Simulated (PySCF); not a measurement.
TDDFT excited states: C3H3F3O2Si

C3H3F3O2Si.
SMILES: `O[Si@]1(C(F)(F)F)C=CO1`

Level of theory: PySCF, TDDFT B3LYP/def2-SVPD, vertical, gas phase, core orbitals frozen in the response. Isolated species at its GFN2-xTB geometry (one conformer only). Torsions of this conformer, `[OH:1][Si@:2]1([C:3]([F:4])([F:5])[F:6])[CH:7]=[CH:8][O:9]1`: O1–Si2–C3–F4 179°, H–O1–Si2–C3 -165°.

```
state  λ (nm)  E (eV)       f  main configurations (H = HOMO, L = LUMO)
   S1   234.8    5.28   0.039                                 H→L (93%)
   S2   210.3    5.90   0.018                  H→L+1 (60%), H→L+2 (36%)
   S3   198.5    6.25   0.017                  H→L+2 (61%), H→L+1 (33%)
   S4   188.4    6.58  0.0091                               H-1→L (93%)
   S5   179.2    6.92   0.022                               H→L+3 (96%)
   S6   169.5    7.32  0.0002                               H-2→L (88%)
   S7   165.4    7.49  0.0050                  H→L+4 (87%), H→L+5 (10%)
   S8   163.1    7.60   0.071                             H-1→L+1 (84%)
```

Triplets (Tamm–Dancoff): T1 3.78 eV, H→L (85%), H→L+1 (9%); T2 5.58 eV, H→L+1 (78%), H→L+2 (15%); T3 5.95 eV, H→L+2 (78%), H→L+1 (10%).

The lowest singlet lies at 5.28 eV (235 nm, ultraviolet) and is of moderate strength; its leading configuration is HOMO→LUMO (93%). The strongest level in the table is S8 at 7.60 eV (163 nm, f = 0.071). It is the last of those listed, so stronger ones may follow. Löwdin shares by element: HOMO carbon 57% or more, oxygen 32% or more, silicon 4%; LUMO carbon 52% or more, silicon 14%, oxygen 10% or more (atoms not listed hold the other 23%). Of the 8 states listed, 5 reach f = 0.01 and 1 stays under 0.0005. The listed states span 2.32 eV, and the widest gap between neighbours is 0.62 eV (S1 to S2). Weighted by f, the mean energy of these states is 6.67 eV. No computed singlet lies in the visible range (380 to 750 nm); the lowest, at 235 nm, stands 2.02 eV above its violet end (3.26 eV). Singlets were solved by full linear response, triplets in the Tamm–Dancoff approximation.
